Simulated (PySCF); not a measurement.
B2H4O, SMILES BOB. Heavy atoms are numbered as in [O:1]([BH2:2])[BH2:5]. Hydrogens are named by the atom that carries them.

Coordinates come from a B3LYP-D3(BJ)/def2-TZVP optimisation.

These are PySCF with PBE0/pcSseg-2 values and carry that method's errors.

GIAO shieldings, no solvent; atoms alike by connectivity are averaged. δ = σ(ref) − σ: ¹⁷O against H2O (σ = 327.8 ppm); ¹¹B against BF3 (σ = 88.8 ppm); ¹H against TMS (σ = 31.54 ppm), references at their B3LYP-D3(BJ)/def2-TZVP geometries, non-relativistic.

```
nucleus     atoms  count  δ (ppm)
-------  --------  -----  -------
¹⁷O            O1      1    343.4
¹¹B      B2 (BH2)      2     33.9
¹H        H on B2      4     5.57
```
